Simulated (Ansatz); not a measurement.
# Bend profile

AlH5Se (SMILES [AlH3-][SeH2+]), closed shell, at its PBE0-D4/def2-TZVP minimum:

Al1  (-0.744, -0.592, -0.661)
Se2  (0.805, 0.319, 1.311)
H3  (-0.121, -2.061, -0.657)
H4  (-2.115, -0.336, 0.116)
H5  (-0.317, 0.420, -1.817)
H6  (2.045, 0.436, 0.532)
H7  (0.508, 1.746, 1.130)
(Å)

The angle H6–Se2–H7 (91.6° at the minimum) is set to the values below, H6, with anything bonded beyond it, turning rigidly in the plane of the angle. Each method's energies count from its own value at the PBE0-D4 minimum structure. Computed with Ansatz 0.2.0 (basis: def2-TZVPP); correlated methods freeze the cores. Filled d shells of the heavier atoms are correlated. The def2 sets are not built for correlating such inner shells, so the correlated values are less sure here. B3LYP uses VWN-RPA correlation.

```json
{"angle (°)": "61.6", "CCSD(T) (kJ/mol)": "60.1", "PBE0-D4 (kJ/mol)": "59.2", "MP2 (kJ/mol)": "58.2", "B3LYP-D4 (kJ/mol)": "60.8"}
{"angle (°)": "69.1", "CCSD(T) (kJ/mol)": "33.9", "PBE0-D4 (kJ/mol)": "33.5", "MP2 (kJ/mol)": "33.0", "B3LYP-D4 (kJ/mol)": "34.4"}
{"angle (°)": "76.6", "CCSD(T) (kJ/mol)": "15.0", "PBE0-D4 (kJ/mol)": "14.8", "MP2 (kJ/mol)": "14.7", "B3LYP-D4 (kJ/mol)": "15.3"}
{"angle (°)": "84.1", "CCSD(T) (kJ/mol)": "3.8", "PBE0-D4 (kJ/mol)": "3.7", "MP2 (kJ/mol)": "3.7", "B3LYP-D4 (kJ/mol)": "3.8"}
{"angle (°)": "91.6", "CCSD(T) (kJ/mol)": "0.0", "PBE0-D4 (kJ/mol)": "0.0", "MP2 (kJ/mol)": "0.0", "B3LYP-D4 (kJ/mol)": "0.0"}
{"angle (°)": "99.1", "CCSD(T) (kJ/mol)": "3.5", "PBE0-D4 (kJ/mol)": "3.7", "MP2 (kJ/mol)": "3.6", "B3LYP-D4 (kJ/mol)": "3.6"}
{"angle (°)": "106.6", "CCSD(T) (kJ/mol)": "14.1", "PBE0-D4 (kJ/mol)": "14.3", "MP2 (kJ/mol)": "14.3", "B3LYP-D4 (kJ/mol)": "14.3"}
{"angle (°)": "114.1", "CCSD(T) (kJ/mol)": "31.4", "PBE0-D4 (kJ/mol)": "31.6", "MP2 (kJ/mol)": "31.8", "B3LYP-D4 (kJ/mol)": "31.7"}
{"angle (°)": "121.6", "CCSD(T) (kJ/mol)": "55.0", "PBE0-D4 (kJ/mol)": "55.1", "MP2 (kJ/mol)": "55.8", "B3LYP-D4 (kJ/mol)": "55.4"}
```

Minimum and curvature along this coordinate at CCSD(T): A fifth-order fit through the nearest points gives 91.7°, with a curvature of about 1.3 meV/deg².

Largest difference from the CCSD(T) curve over the scan: PBE-D4 5.1; r2SCAN-D4 1.9; wB97M-V 0.5; HF 18.0 kJ/mol. Each curve counts from its own value at the minimum.

T1 diagnostic: at most 0.009.

For scale, one of the runs: CCSD(T)/def2-TZVPP, 160 basis functions (an equivalent command: `ansatz run in.yaml --threads 2`). The run took 43 s on 2 CPU threads (shared host), with 1.1 GiB of host memory at its peak.
